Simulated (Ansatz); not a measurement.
C$_{2}$H, charge -1, singlet, geometry from GFN2-xTB (a gas-phase anion, which may not be bound at this level). Base run: MP2/def2-SVP run with Ansatz (a first-principles code).

Ansatz was given this input:
Ansatz 0.2 input:
```yaml
crystal:
  periodic: [false, false, false]
  atoms:
    - {symbol: C, position_ang: [-0.00000000, -0.00000000, -0.47996454]}
    - {symbol: C, position_ang: [0.00000000, 0.00000000, 0.74605881]}
    - {symbol: H, position_ang: [-0.00000000, -0.00000000, -1.59656562]}
basis:
  gaussian:
    orbitals: def2-SVP
total_charge: -1
magnetization: {spin_polarized: false}
correlation: {method: mp2}
```

Variants of this job, named by their change:

| change | basis functions | E (Eh) | MP2 correlation (Eh) |
|---|---|---|---|
| base | 33 | -76.38052 | -0.25022 |
| basis = 3-21G | 20 | -75.92049 | -0.17321 |
| basis = pcseg-0 | 20 | -76.16424 | -0.17821 |
| basis = def2-SV(P) | 30 | -76.37017 | -0.24328 |
| basis = 6-31G* | 32 | -76.42057 | -0.24679 |
| basis = pc-1 | 33 | -76.43021 | -0.25168 |
| basis = 6-31G** | 35 | -76.42867 | -0.25278 |
| basis = 6-31+G* | 40 | -76.46304 | -0.25517 |
| basis = aug-cc-pVDZ | 55 | -76.48380 | -0.26904 |
| basis = def2-TZVP | 68 | -76.53785 | -0.30790 |
| basis = cc-pVTZ | 74 | -76.53397 | -0.31061 |
| basis = pcseg-2 | 74 | -76.53202 | -0.30511 |
| basis = aug-cc-pVTZ | 115 | -76.55095 | -0.31897 |

Totals compare only among sets that treat the same electrons; sets with core potentials leave the core out.

A gas-phase anion may not be bound at this level; its values then depend on the basis.
